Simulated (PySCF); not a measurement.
An equivalent PySCF input for In²⁺ (indium, charge +2), [Kr] 4d10 5s1, 2S determinant, with a scalar-relativistic core potential:

```python
from pyscf import gto, scf, dft, mp, cc
import basis_set_exchange as bse
txt = bse.get_basis("cc-pVDZ-PP", elements=["In"], fmt="nwchem", header=False)
cut = txt.index("\nECP")
mol = gto.M(atom="In 0 0 0", charge=2, spin=1, symmetry="D2h",
            basis=gto.basis.parse(txt[:cut]),
            ecp={"In": gto.basis.parse_ecp(txt[cut:])})
mf = dft.UKS(mol, xc="PBE")
mf.irrep_nelec = {'Ag': (4, 3), 'B1g': (1, 1), 'B2g': (1, 1), 'B3g': (1, 1), 'B1u': (1, 1), 'B2u': (1, 1), 'B3u': (1, 1)}
mf.kernel()
```

It reaches the same state as the run whose output follows, with an energy that differs only through the grid. The run itself started from symmetry-adapted Hartree-Fock orbitals and held the occupation by maximum overlap, on a logarithmic radial grid, so the iterations belong to that start.

```
SCF conv_tol = 1e-09
number electrons alpha = 10  beta = 9
XC functionals = PBE
    J. P. Perdew, K. Burke, and M. Ernzerhof.,  Phys. Rev. Lett. 77, 3865 (1996)
    J. P. Perdew, K. Burke, and M. Ernzerhof.,  Phys. Rev. Lett. 78, 1396 (1997)
    J. P. Perdew, K. Burke, and M. Ernzerhof.,  Phys. Rev. Lett. 77, 3865 (1996)
    J. P. Perdew, K. Burke, and M. Ernzerhof.,  Phys. Rev. Lett. 78, 1396 (1997)
cycle= 1 E= -189.205240633844  delta_E= -0.00476  |g|= 0.0223  |ddm|= 0.335
cycle= 2 E= -189.205432622092  delta_E= -0.000192  |g|= 0.00959  |ddm|= 0.06
cycle= 3 E= -189.205477024155  delta_E= -4.44e-05  |g|= 1.75e-05  |ddm|= 0.017
cycle= 4 E= -189.205477024307  delta_E= -1.52e-10  |g|= 5.01e-07  |ddm|= 3.43e-05
converged SCF energy = -189.205477024307  <S^2> = 0.75027145  2S+1 = 2.0002714
```

Energies and moments cover only the electrons outside the core potential.
